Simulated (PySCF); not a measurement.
C₃H₈O₂Si, SMILES O[C@H]1CO[SiH2]C1.

Geometry: PBE0-D3(BJ)/def2-SVP. The structure was generated by enumeration; whether it is a known compound was not checked. One conformer was computed; it need not be the lowest.

Method: SMD-ωB97X/6-31G* (PySCF).

Solvation free energies are E(SMD) − E(gas) at the gas-phase geometry, for 1 M in both phases. In vacuum the dipole moment is 3.12 D.

Question: Rank water, cyclohexanone, acetonitrile by solvation free energy, most negative first.

Answer: water (-7.2 kcal/mol), acetonitrile (-6.6 kcal/mol), cyclohexanone (-6.0 kcal/mol)
